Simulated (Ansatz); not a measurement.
C2H7BrGaN, SMILES `C[N](C)[GaH][Br]`, 12 atoms. Charge 0, multiplicity 1. Correlated methods include outer-core shells of Br, Ga, which these sets cover unevenly. Scalar relativity is left out up to krypton. All runs use 2 threads of an AMD EPYC 7R13 on a shared host and a share of an NVIDIA H100 80 GB. Correlated methods freeze the cores.

Q: How many basis functions does each run have, and how long does it take in Ansatz? RKS revPBE-D4/def2-TZVPP energy; RKS ωB97M-V/def2-SVP energy; RKS PBE0-D4/def2-TZVPP energy; RKS ωB97M-V/def2-QZVPP energy; RHF-CCSD(T)/def2-TZVPP energy; RKS PBE0-D4/def2-SVP energy; RKS r2SCAN-D4/def2-TZVPP energy and forces; RHF-MP2/def2-QZVPP energy; RHF-CCSD(T)/def2-SVP energy; RKS PBE0-D4/def2-QZVPP energy; direct RPA on PBE orbitals/def2-TZVPP energy; RKS PBE0-D4/def2-TZVP relaxation (7 steps). (An estimate is asked.)

A: The calculation gave: Other jobs shared the machine, so times are rough.

```csv
level,job,functions,wall time,peak host memory (GiB)
RKS r2SCAN-D4/def2-TZVPP,energy and forces,287,11 s,0.87
RKS revPBE-D4/def2-TZVPP,energy,287,13 s,0.83
RKS PBE0-D4/def2-TZVPP,energy,287,13 s,0.85
RKS ωB97M-V/def2-SVP,energy,141,16 s,0.88
RKS PBE0-D4/def2-SVP,energy,141,16 s,0.8
RHF-CCSD(T)/def2-SVP,energy,141,18 s,0.8
RKS PBE0-D4/def2-QZVPP,energy,559,20 s,1.1
RHF-CCSD(T)/def2-TZVPP,energy,287,20 s,1.2
direct RPA on PBE orbitals/def2-TZVPP,energy,287,26 s,1.3
RKS PBE0-D4/def2-TZVP,relaxation (7 steps),231,29 s,0.92
RHF-MP2/def2-QZVPP,energy,559,31 s,1.2
RKS ωB97M-V/def2-QZVPP,energy,559,31 s,1.2
```
